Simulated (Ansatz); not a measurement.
The inner images of a band of Cl2Zn + H2 (5 atoms, charge 0, multiplicity 1) are given out of order.

Level of theory: Ansatz, RKS B3LYP-D4/def2-TZVP.

First end point:

```xyz
5
Properties=species:S:1:pos:R:3
Zn 0.434 0.000 0.249
Cl 0.963 0.000 2.283
Cl -0.003 0.000 -1.807
H -2.424 0.000 0.526
H -2.255 0.000 1.253
```

Last end point:

```xyz
5
Properties=species:S:1:pos:R:3
Zn -0.989 0.000 -0.650
Cl 0.163 0.000 2.131
Cl 0.932 0.000 -1.565
H -2.443 0.000 -0.189
H -0.947 0.000 2.777
```

Task: Put them in order from the first end to the last, with their energies above the first end.
A.
```xyz
5
Properties=species:S:1:pos:R:3
Zn 0.284 0.000 0.172
Cl 0.677 0.000 2.242
Cl 0.125 0.000 -1.925
H -2.371 0.000 0.683
H -2.000 0.000 1.331
```
B.
```xyz
5
Properties=species:S:1:pos:R:3
Zn -0.930 0.000 -0.587
Cl 0.180 0.000 2.256
Cl 0.851 0.000 -1.742
H -2.304 0.000 0.077
H -1.082 0.000 2.498
```
C.
```xyz
5
Properties=species:S:1:pos:R:3
Zn -0.353 0.000 0.010
Cl 0.339 0.000 2.153
Cl 0.341 0.000 -1.990
H -2.078 0.000 0.868
H -1.534 0.000 1.462
```
D.
```xyz
5
Properties=species:S:1:pos:R:3
Zn -0.018 0.000 0.110
Cl 0.487 0.000 2.186
Cl 0.246 0.000 -1.981
H -2.231 0.000 0.797
H -1.769 0.000 1.392
```
E.
```xyz
5
Properties=species:S:1:pos:R:3
Zn -0.908 0.000 -0.530
Cl 0.168 0.000 2.424
Cl 0.722 0.000 -1.879
H -2.175 0.000 0.323
H -1.093 0.000 2.165
```
F.
```xyz
5
Properties=species:S:1:pos:R:3
Zn -0.819 0.000 -0.338
Cl 0.135 0.000 2.351
Cl 0.548 0.000 -1.947
H -2.063 0.000 0.592
H -1.085 0.000 1.846
```
G.
```xyz
5
Properties=species:S:1:pos:R:3
Zn -0.632 0.000 -0.140
Cl 0.196 0.000 2.209
Cl 0.390 0.000 -1.989
H -1.999 0.000 0.817
H -1.241 0.000 1.606
```

Result: A (+0.03 eV), D (+0.24 eV), C (+0.86 eV), G (+1.55 eV), F (+1.15 eV), E (+0.98 eV), B (+0.93 eV).

Run time: 110 s on 4 threads of Arm Neoverse V2, on a shared host, peak memory 0.37 GiB.
